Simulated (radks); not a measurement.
The mercury ion Hg+, 79 electrons, occupied as [Xe] 4f14 5d10 6s1.

All-electron calculation, non-relativistic Kohn-Sham, exchange-only B88, spin-polarised, spherical densities, point nucleus; open shells are filled with parallel spins first (spin-orbit coupling, left out, can overturn this in heavy ions); relativity is left out, which matters for an element this heavy. Program: a radial shooting solver on a logarithmic mesh with Libxc functionals.

Energy parts (hartree):
part                   energy
total             -18408.9630
kinetic            18408.9630
electron-nucleus  -43822.1025
Hartree             7349.3413
exchange            -345.1647

Orbitals (lengths in bohr, moments of r in powers of bohr; <r^-3> diverges for s and p1/2):
| orbital | occ. | eigenvalue (hartree) | <r^4> | <r^2> | <r> | <r^-3> |
|---|---|---|---|---|---|---|
| 1s up | 1 | -2757.437 | 5.766e-07 | 0.0004784 | 0.01892 | - |
| 1s down | 1 | -2757.436 | 5.766e-07 | 0.0004784 | 0.01892 | - |
| 2s up | 1 | -461.8268 | 0.00009260 | 0.007435 | 0.07966 | - |
| 2s down | 1 | -461.8268 | 0.00009260 | 0.007435 | 0.07966 | - |
| 2p up | 3 | -444.2764 | 0.00005793 | 0.005482 | 0.06730 | 18150 |
| 2p down | 3 | -444.2763 | 0.00005793 | 0.005482 | 0.06730 | 18150 |
| 3s up | 1 | -108.9146 | 0.003136 | 0.04593 | 0.2008 | - |
| 3s down | 1 | -108.9144 | 0.003136 | 0.04593 | 0.2008 | - |
| 3p up | 3 | -100.6110 | 0.002768 | 0.04225 | 0.1912 | 3964 |
| 3p down | 3 | -100.6108 | 0.002768 | 0.04225 | 0.1912 | 3964 |
| 3d up | 5 | -85.10898 | 0.001836 | 0.03250 | 0.1669 | 707.7 |
| 3d down | 5 | -85.10890 | 0.001836 | 0.03250 | 0.1669 | 707.7 |
| 4s up | 1 | -23.51297 | 0.06899 | 0.2192 | 0.4412 | - |
| 4s down | 1 | -23.51258 | 0.06899 | 0.2192 | 0.4412 | - |
| 4p up | 3 | -19.91018 | 0.07412 | 0.2244 | 0.4448 | 941.3 |
| 4p down | 3 | -19.90978 | 0.07412 | 0.2244 | 0.4448 | 941.3 |
| 4d up | 5 | -13.27538 | 0.08701 | 0.2351 | 0.4515 | 149.0 |
| 4d down | 5 | -13.27499 | 0.08701 | 0.2351 | 0.4515 | 149.0 |
| 4f up | 7 | -4.35089 | 0.1413 | 0.2670 | 0.4716 | 32.94 |
| 4f down | 7 | -4.35048 | 0.1413 | 0.2670 | 0.4715 | 32.95 |
| 5s up | 1 | -3.67727 | 1.838 | 1.123 | 1.001 | - |
| 5s down | 1 | -3.67703 | 1.831 | 1.122 | 1.000 | - |
| 5p up | 3 | -2.51578 | 2.688 | 1.332 | 1.085 | 163.0 |
| 5p down | 3 | -2.51472 | 2.661 | 1.327 | 1.084 | 163.3 |
| 5d up | 5 | -0.70923 | 11.74 | 2.512 | 1.458 | 15.06 |
| 5d down | 5 | -0.69956 | 10.84 | 2.434 | 1.438 | 15.39 |
| 6s up | 1 | -0.44237 | 136.8 | 9.385 | 2.880 | - |
| 6s down | 0 | -0.39776 | 140.8 | 9.414 | 2.877 | - |

The highest occupied level is 6s up at -12.037 eV. The spin density at the nucleus is 18.38 e/bohr^3 (1s 0.04, 2s 0.02, 3s 0.01, 4s -0.02, 5s -0.06, 6s 18.37).
